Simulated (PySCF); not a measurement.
# Cs: ionisation energy

Cs [Xe] 6s1 (2S) → Cs⁺ [Xe] (1S), as a difference of total energies. Computed with PySCF 2.14 in def2-SVP with the def2 core potential (46 electrons) (5s3p2d, 24 functions), with scalar relativity through the core potential. The calculations carry no spin-orbit coupling.

```
method  ionisation energy (eV)
   UHF                   3.492
  MN15                   3.866
 B3LYP                   4.006
```

For comparison: 3.894 eV (measured; NIST Atomic Spectra Database, ionization energies).
